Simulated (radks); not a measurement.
Results of a calculation; reference values are marked as such.
Question: Species: Ho. Configuration: [Xe] 4f11 6s2. Level of theory: scalar-relativistic Kohn-Sham, PBE, spin-unpolarised, spherical densities, finite nucleus; Fermi nuclear charge, rms radius 5.2022 fm (a radial shooting solver on a logarithmic mesh with Libxc functionals). Some entries of the table are withheld. Estimate them.

| orbital | occ. | eigenvalue (eV) | <r> (bohr) |
|---|---|---|---|
| 1s | 2 | -55487.57 | 0.02074 |
| 2s | 2 | -9281.547 | 0.08810 |
| 2p | 6 | (1) | 0.07806 |
| 3s | 2 | -2072.994 | (2) |
| 3p | 6 | -1749.581 | 0.2289 |
| 3d | 10 | -1339.022 | 0.2079 |
| 4s | 2 | -409.4412 | 0.5188 |
| 4p | 6 | -303.0003 | 0.5501 |
| 4d | 10 | -159.1609 | 0.5964 |
| 5s | 2 | -50.3652 | 1.277 |
| 5p | 6 | (3) | 1.521 |
| 6s | 2 | -3.7887 | 4.066 |
| 4f | 11 | -3.1477 | 0.8562 |
| 6p | 0 | -1.1474 | 5.921 |
| 5d | 0 | -1.0438 | 3.595 |

Answer: 
(1) 2p eigenvalue (eV): -8223.537
(2) 3s <r> (bohr): 0.2299
(3) 5p eigenvalue (eV): -25.8704
